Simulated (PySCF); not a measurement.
Job for PySCF: R-B3LYP/6-31G* on H2S (SMILES S) with ghost functions, monomers drawn apart or pushed together.

```python
from pyscf import gto, scf, dft, mp
from pyscf.data.elements import chemcore

mol = gto.M(
    atom='''
    S    -0.40214311    0.29638541    6.56021042
    H     0.74503837   -0.32964160    6.25352043
    H    -1.14298387   -0.74480216    6.14900606
    ghost-C    0.17069780   -0.63454394    0.19886427
    ghost-O   -0.00319992    0.27863882   -0.43451027
    ''',
    basis='6-31g*',
    cart=True,
    charge=0, spin=0, verbose=3, max_memory=1800)
mf = dft.RKS(mol, xc='b3lyp')
mf.conv_tol = 1e-8
mf.max_cycle = 100
mf.kernel()
if not mf.converged:
    mf = mf.newton().run(mf.mo_coeff, mf.mo_occ)
```

It printed:

```
converged SCF energy = -399.385373557411
```

The run converged.

Cost: very roughly 1.4 core-seconds.
